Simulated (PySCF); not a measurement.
**Energy of Re (rhenium, neutral) between two integer charges**

The 6s beta orbital of [Xe] 4f14 5d5 6s2 is emptied in steps (occupation f), with all orbitals relaxed, ending at [Xe] 4f14 5d5 6s1. All numbers are calculated (PySCF 2.14, a scalar-relativistic core potential, in aug-cc-pVTZ-PP with ECP60MDF (6s6p5d3f2g, 88 functions)). The exact energy is a straight line in f; departures are measured from the line between the end points of the same method.

```
  f  UHF (eV)  LDA (eV)  PBE (eV)
  1     0.000     0.000     0.000
0.8     0.025    -0.475    -0.453
0.6     0.036    -0.715    -0.683
0.4     0.034    -0.716    -0.686
0.2     0.022    -0.478    -0.455
  0     0.000     0.000     0.000
```

For LDA, how does the orbital energy at f = 1 compare with the removal energy?

−ε = 5.095 eV against a total-energy difference of 8.049 eV. By Janak's theorem ε = ∂E/∂f, so the gap between them reflects the curvature. Along the path −ε is 6.260 (f = 0.8), 7.443 (f = 0.6), 8.640 (f = 0.4), 9.846 (f = 0.2) eV.

```json
{"method": "UHF", "E(f=0) − E(f=1) (eV)": "5.925", "−ε at f=1 (eV)": "6.086", "−ε at f=0.4 (eV)": "5.890"}
{"method": "LDA", "E(f=0) − E(f=1) (eV)": "8.049", "−ε at f=1 (eV)": "5.095", "−ε at f=0.4 (eV)": "8.640"}
{"method": "PBE", "E(f=0) − E(f=1) (eV)": "7.551", "−ε at f=1 (eV)": "4.735", "−ε at f=0.4 (eV)": "8.116"}
```

Reference removal energy between the ground levels: 7.834 eV (measured; NIST Atomic Spectra Database, ionization energies). UHF lacks correlation.
